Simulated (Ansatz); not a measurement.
Total energies of the cluster Cu₄B (the lowest doublet isomer of a short search) from Ansatz at PBE0-D4/def2-TZVP, gas phase (1 Eh = 27.2114 eV = 2625.5 kJ/mol). The reference geometry is relaxed at B3LYP-D4/def2-SVP.

```
atom   x (Å)   y (Å)   z (Å)
  B1   0.822  -0.338   0.327
 Cu2   1.008   1.588   0.114
 Cu3  -1.086   0.451   0.818
 Cu4  -0.339   0.135  -1.385
 Cu5  -0.405  -1.836   0.125
```

```tsv
state	geometry	energy (Eh)
charge 0 doublet	reference	-6585.93844
charge 1 triplet	reference	-6585.69130
charge 0 quartet	relaxed at B3LYP-D4/def2-SVP	-6585.88927
free B atom (doublet)	–	-24.61828
free Cu atom (doublet)	–	-1640.24417
```

Q: Work out the vertical ionisation energy to the triplet.

A: E(charge 1 triplet) − E(charge 0 doublet) = -6585.69130 − (-6585.93844) = 0.24714 Eh = 6.73 eV. For comparison, −ε of the highest occupied level of the spin that leaves is 5.22 eV at this level, 1.51 eV less.

Q: Which of the charge 0 states is lowest, and how far above it are the others?

A: The doublet. quartet: -6585.88927 − (-6585.93844) = 0.04917 Eh = 129.1 kJ/mol.

Q: What is the binding energy per atom against free atoms?

A: Atoms: 1 × (-24.61828) + 4 × (-1640.24417) = -6585.59496 Eh. Binding: -6585.59496 − (-6585.93844) = 0.34348 Eh = 9.35 eV, or 1.87 eV for each of 5 atoms (no zero-point energy, no counterpoise term).

The structure comes from a short search, and lower isomers may exist.
